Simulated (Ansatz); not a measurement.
System: ZrF₂ (charge 0, singlet). 
Coordinates optimised at B3LYP-D3(BJ)/def2-TZVP (Ansatz, an electronic-structure program):
```xyz
3

Zr     0.0018    -0.0064    -0.3205
F      1.5627     0.0182     0.7209
F     -1.5706     0.0104     0.7037
```

Total electronic energies in hartree. Cores are frozen in the correlated levels unless marked. No spin-orbit coupling. Frozen are the shells of the preceding noble gas and the d and f shells that filled before the atom's block. Past Kr the def2 sets carry scalar-relativistic core potentials. CBS(X,Y): correlation extrapolated as X^-3; Hartree-Fock from the larger set.

The Hartree-Fock reference is unstable (checked in the largest basis), which strains HF and MP2. 

```csv
level,program,energy (Eh)
RI-HF/def2-QZVPP,Ansatz,-245.59645
CAM-B3LYP-D3(BJ)/def2-TZVPD,Ansatz + dftd3,-246.82542
MP2/def2-SVP,Ansatz,-245.77881
RI-MP2/def2-QZVPPD,Ansatz,-246.25794
"RI-MP2/CBS(def2-TZVPP,def2-QZVPP)",Ansatz,-246.2954
"RI-MP2/CBS(def2-TZVPPD,def2-QZVPPD)",Ansatz,-246.2946
CCSD/def2-TZVPPD,Ansatz,-246.20121
CCSD(T)/def2-SVP,Ansatz,-245.80372
"CCSD(T)/CBS(def2-TZVPPD,def2-QZVPPD)",Ansatz,-246.3209
```

Totals of different functionals don't rank their quality; only differences between species are comparable.
